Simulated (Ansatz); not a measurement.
`[F][GeH2][SH]`, relaxed with RKS PBE-D4/def2-SVP in Ansatz 0.2.0 from a rough embedded geometry. The force threshold is 0.03 eV/Å; the program also tests the step.

Charge 0, multiplicity 1.

Start:

```xyz
6

F     1.865   -0.950    0.140
Ge    0.261   -0.453   -0.104
S     0.055    1.603    0.633
H    -0.125   -0.472   -1.594
H    -0.734   -1.392    0.649
H    -1.322    1.665    0.276
```

By how much does the energy fall, and how many steps does the optimiser take? (Estimate.)

Ansatz gave: 0.29 eV, in 13 steps, 1 of them rejected.

Which bonds change most? (Estimate.)

The calculation gave: F1–Ge2 from 1.697 to 1.763 Å; S3–H6 from 1.424 to 1.363 Å; Ge2–S3 from 2.194 to 2.226 Å; Ge2–H5 from 1.561 to 1.545 Å.

Give the relaxed structure. (An estimate is asked.)

Ansatz gave: 
```xyz
6

F     1.809   -0.595   -0.082
Ge    0.048   -0.536   -0.048
S    -0.639    1.321    0.969
H    -0.396   -0.558   -1.529
H    -0.423   -1.730    0.813
H    -0.399    2.098   -0.124
```
